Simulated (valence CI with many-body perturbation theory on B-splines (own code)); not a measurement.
Values are calculated unless marked as measured or tabulated.
**As19+: input, log and results**

Level of theory: configuration interaction combined with many-body perturbation theory (CI+MBPT): four valence electrons over a frozen Dirac-Fock core [Ne], a basis of 11 s, 11 p, 9 d, 7 f, 5 g, 2 h, 1 i functions for each j, with the one-electron correlation potential Σ1 (screened to all orders), the two-electron term Σ2, the three-electron term Σ3, Breit, model QED; selected single and double excitations, second order for the rest (own B-spline code, finite nucleus).

Command, and the settings that its task file holds:

```sh
python run_cv.py task.json out
```

```
atom As  Z=33  mass_number=75  rms_radius_fm=4.0968
core [Ne]
valence 3s2 3p2
avg = 1
basis = L
breit = 1
cap = 40000
capref = 1200
cscale = 1
de = 0.0
dress = 0
eps = 2e-08
h = 0.27
hh = 1
l2 = 3
lcore = 6
maxit = 60
n2 = 5
natural = 1
nlev = 60
nno = [7, 7, 6, 5, 4, 2, 1]
nroot = 26
nsp = [4, 4, 3, 2, 1, 0, 0]
pt2 = 1
qed = 1
rpa = 1
s1 = 1
s2 = 1
s3 = 1
screen = 1
tol = 2e-05
```

(1) Roughly how long does this run take on one core of Arm Neoverse V2, and how much memory?

Log. The first blocks belong to the next ion, which gives the ionisation energy. Fields: 2J, parity (1 odd), roots, reference size, generating configurations, candidates as configurations/state functions, variational space P, stored matrix elements, Davidson steps; e2 is the range of second-order energies in hartree. The first line gives the box (bohr), its intervals, the orbitals and the steps of their self-consistent field. Window is the range of levels sought, series limit the energy at which the first omitted orbital would enter, core excitation an estimate of the first excitation out of the core, left out the lowest levels not solved, and shifts from estimates the range by which levels moved from their first estimate, all in cm⁻¹.

```
rmax 5.7 intervals 60 orbitals 81 references ['3s2 3p2', '3s 3p3', '3s2 3p 3d', '3p4', '3s 3p2 3d'] scf 5 t 0.9
2J=1 par=1 roots 2 ref 37 generators 7 cand 5262/7988 P 2162/3309 nnz 1.7e+06 it 5
2J=1 par=1 roots 2 ref 37 generators 13 cand 5665/8335 P 3011/4657 nnz 3e+06 it 4
   second order: generators 17 cand 7499/11135 e2 -0.00002 -0.00001
2J=3 par=1 roots 2 ref 60 generators 9 cand 6630/13927 P 2088/3999 nnz 2.5e+06 it 5
2J=3 par=1 roots 2 ref 60 generators 17 cand 7959/16208 P 3455/6997 nnz 6.6e+06 it 5
   second order: generators 21 cand 9711/18983 e2 -0.00004 -0.00001
reference levels 674, estimated 149, window 1228946 1/cm; series limit 4953409, core excitation 10717149
2J=0 par=0 roots 8 ref 39 generators 20 cand 15022/26355 P 5139/8000 nnz 4.5e+06 it 11
2J=0 par=0 roots 8 ref 39 generators 22 cand 15340/29246 P 10708/18064 nnz 1.9e+07 it 8
   second order: generators 36 cand 32700/70142 e2 -0.00006 -0.00001
2J=2 par=0 roots 13 ref 70 generators 17 cand 19170/76375 P 2357/7999 nnz 6.2e+06 it 8
2J=2 par=0 roots 13 ref 70 generators 23 cand 27399/125150 P 10153/39990 nnz 1.1e+08 it 8
   second order: generators 47 cand 52626/273472 e2 -0.00014 -0.00003
2J=4 par=0 roots 16 ref 99 generators 26 cand 20980/110824 P 2298/7995 nnz 6.3e+06 it 9
2J=4 par=0 roots 16 ref 99 generators 29 cand 28139/172528 P 9152/39990 nnz 1e+08 it 10
   second order: generators 52 cand 49080/361616 e2 -0.00071 -0.00012
2J=4 par=1 roots 9 ref 83 generators 19 cand 20930/110537 P 2298/7999 nnz 6.4e+06 it 7
2J=4 par=1 roots 9 ref 83 generators 29 cand 27924/166182 P 9221/39993 nnz 1.1e+08 it 9
   second order: generators 45 cand 42677/311227 e2 -0.00061 -0.00004
2J=2 par=1 roots 8 ref 72 generators 20 cand 19162/76722 P 2833/7998 nnz 6e+06 it 9
2J=2 par=1 roots 8 ref 72 generators 27 cand 25806/120734 P 10465/37293 nnz 8.7e+07 it 10
   second order: generators 49 cand 45199/244510 e2 -0.00015 -0.00002
2J=6 par=1 roots 5 ref 67 generators 17 cand 21118/123214 P 2353/8000 nnz 6.1e+06 it 9
2J=6 par=1 roots 5 ref 67 generators 25 cand 25416/180262 P 8818/39997 nnz 1.1e+08 it 10
   second order: generators 40 cand 38529/352446 e2 -0.00061 -0.00009
2J=0 par=1 roots 3 ref 28 generators 13 cand 15049/25998 P 4923/8000 nnz 4.8e+06 it 5
2J=0 par=1 roots 3 ref 28 generators 16 cand 15500/27985 P 9029/15390 nnz 1.5e+07 it 5
   second order: generators 24 cand 25182/52002 e2 -0.00007 -0.00001
2J=8 par=1 roots 2 ref 41 generators 11 cand 20139/116687 P 1893/7995 nnz 7.5e+06 it 5
2J=8 par=1 roots 2 ref 41 generators 17 cand 21839/140635 P 7053/34020 nnz 9.5e+07 it 9
   second order: generators 25 cand 30799/256800 e2 -0.00030 -0.00007
2J=6 par=0 roots 11 ref 71 generators 15 cand 21179/122938 P 1839/7993 nnz 6.9e+06 it 9
2J=6 par=0 roots 11 ref 71 generators 20 cand 28702/197627 P 7523/39714 nnz 1.2e+08 it 10
   second order: generators 46 cand 48687/414866 e2 -0.00045 -0.00017
2J=8 par=0 roots 7 ref 51 generators 13 cand 20032/116875 P 2123/7999 nnz 7.1e+06 it 7
2J=8 par=0 roots 7 ref 51 generators 21 cand 26050/175517 P 8006/39184 nnz 1.1e+08 it 9
   second order: generators 38 cand 35545/308535 e2 -0.00030 -0.00011
2J=10 par=0 roots 2 ref 19 generators 7 cand 13959/86657 P 2015/8000 nnz 9.4e+06 it 4
2J=10 par=0 roots 2 ref 19 generators 11 cand 20230/143367 P 5020/23862 nnz 6.3e+07 it 5
   second order: generators 20 cand 34424/299249 e2 -0.00014 -0.00006
left out: unestimated 1773898, estimated 1346713, shifts from estimates -26 to 224
operators 0.7
```

The Davidson iterations converged.

No measured levels were compared; by estimate levels of excited configurations hold to 0.05 to 0.15 % of their energy, terms of the ground configuration to about 0.5 %.

* Valence energy: -127.1716 hartree
* Ionisation energy: 773.11 eV (NIST: 774 ± 1.8 eV (semi-empirical))
* Reference configurations for the orbitals: 3s2 3p2, 3s 3p3, 3s2 3p 3d, 3p4, 3s 3p2 3d
* Radial orbitals: 81
* Box radius: 5.73 bohr
* Largest variational space: 39997
* Lowest levels: 3s2.3p2 3P_0 0.000, 3s2.3p2 3P_1 5.083, 3s2.3p2 3P_2 7.700, 3s2.3p2 1D_2 15.449, 3s2.3p2 1S_0 23.139, 3s.3p3 5S°_2 46.694, 3s.3p3 3D°_1 58.852, 3s.3p3 3D°_2 59.216, 3s.3p3 3D°_3 61.212, 3s.3p3 3P°_0 68.020, 3s.3p3 3P°_1 68.653, 3s.3p3 3P°_2 68.850, 3s.3p3 1D°_2 74.975, 3s.3p3 3S°_1 81.463 eV

Names give the largest LS component (configuration and term), which can be under half, so a name can repeat, a term be missing and a line seem to break the LS rules; names also repeat where a configuration has a term twice.

Answers

(1) 3.6 min on 1 thread of Arm Neoverse V2, with other jobs on the host, peak memory 1.2 GiB.
